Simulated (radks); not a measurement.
Values are calculated unless marked as measured or tabulated.
K2+, 17 electrons, occupied as [Ne] 3s2 3p5. Code: a radial shooting solver on a logarithmic mesh with Libxc functionals. Model: Dirac Kohn-Sham, exchange-only LDA, spin-unpolarised, spherical densities, finite nucleus; open shells fill j = l - 1/2 first; Fermi nuclear charge, rms radius 3.4349 fm.

Radial electron density D(r) = 4 pi r^2 rho(r):

```
   r/bohr * D(r) (the largest magnitude, 22.7, reaches the edge; | marks zero)
 0.007665 |     *
 0.009744 |        *
  0.01239 |             *
  0.01562 |                  *
  0.01986 |                         *
  0.02525 |                                 *
  0.03184 |                                         *
  0.04047 |                                                 *
  0.05145 |                                                    *
  0.06489 |                                                    *
  0.08249 |                                               *
   0.1049 |                                        *
   0.1322 |                                     *
   0.1681 |                                         *
   0.2137 |                                                 *
   0.2695 |                                                      *
   0.3426 |                                                *
   0.4321 |                                 *
   0.5493 |                  *
   0.6983 |            *
   0.8806 |             *
    1.119 |              *
    1.423 |           *
    1.795 |      *
    2.282 | *
      2.9 *
    3.658 *
     4.65 *
```

D(r) has 3 maxima, at r = 0.0557, 0.272, 1.08 bohr, and minima at 0.131, 0.733 bohr, inside which lie 2.16, 10.38 electrons.
